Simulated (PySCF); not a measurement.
C₆ coefficients of unlike pairs at PBE0

Calculated with PySCF 2.14 from the dipole response of each species, C₆(A,B) = (3/π) ∫ α_A(iu) α_B(iu) du, in atomic units, from isotropic polarisabilities. For ions this is the dispersion term alone; charge-induced terms of lower order in 1/R come first.

```
species       configuration                                        basis      relativity  α (bohr³)  C₆ (like pair)
    Zn⁺  [Ar] 3d10 4s1 (2S)  aug-cc-pVQZ-PP with ECP10MDF (7s7p6d4f3g2h)  core potential      18.43           77.66
      O   [He] 2s2 2p4 (3P)                      dyall-acv3z (15s9p4d2f)            none      5.104           15.39
     Cr   [Ar] 3d5 4s1 (7S)               aug-cc-pwCVTZ-DK (10s9p7d4f3g)   spin-free X2C      73.86           610.0
   Pd³⁺       [Kr] 4d7 (4F)  aug-cc-pwCVTZ-PP with ECP28MDF (8s8p7d4f3g)  core potential      4.368           19.73
```

Question: Estimate C₆ for Pd³⁺ with Cr.

Answer: The integral gives 74.47. The combination rule 2 C_A C_B / (C_A α_B/α_A + C_B α_A/α_B) gives 65.11 and the geometric mean 109.7.

No spin-orbit coupling is included.

The other pairs:

| pair | C₆ |
| --- | --- |
| Pd³⁺, Zn⁺ | 33.03 |
| Pd³⁺, O | 16.88 |
| Cr, O | 77.00 |
| O, Zn⁺ | 32.23 |
| Cr, Zn⁺ | 207.2 |
